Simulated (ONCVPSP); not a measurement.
Ranking ONCV potentials for iridium

All share these settings but for the change named:

ONCVPSP 4.0.1 input, shortened (lines: element, Z, core and valence counts, functional; n l f; lmax; l rc ep ncon nbas qcut; lloc lpopt rc5 dvloc0; l nproj debl; icmod fcfact rcfact), revPBE, scalar-relativistic:

```
  Ir 77.00   10    3  -102130      upf
    1    0    2.00
    2    0    2.00
    2    1    6.00
    3    0    2.00
    3    1    6.00
    3    2   10.00
    4    0    2.00
    4    1    6.00
    4    2   10.00
    4    3   14.00
    5    0    2.00
    5    1    6.00
    5    2    7.00
    2
    0    1.10    0.00    4    8    6.60
    1    1.30    0.00    4    7    7.00
    2    1.50    0.00    3    8    7.30
    4    1    1.00    0.00
    0    2    3.80
    1    2    3.40
    2    2    2.00
    3    2.75    1.65
```

In the s channel the program set the typed energies aside and used -4.247, 0.250 Ha.

Test errors are all-electron minus pseudo excitation energies from the reference, over 5s2 5p6 5d7 6s2; 5s2 5p6 5d7 6s1; 5s2 5p6 5d6; 5s2 5p6 5d8. None of these files shows a bound ghost.

The base gives 13.2 meV.

Of 8 variants that were run, those that failed, showed a ghost or another fault, or gave nearly equal values are left out.

A variant can come out equal or close to the base, since the largest error may sit in a test that the change hardly touches while other tests move.

Task: Rank these variants by their largest absolute test error, smallest first.
A. s: qcut 5.9; p: qcut 6.3; d: qcut 6.6
B. s: qcut 5; p: qcut 5.3; d: qcut 5.5
C. s: qcut 4.5; p: qcut 4.7; d: qcut 4.9

Result: A (13.7 meV), B (15.7 meV), C (18.4 meV).
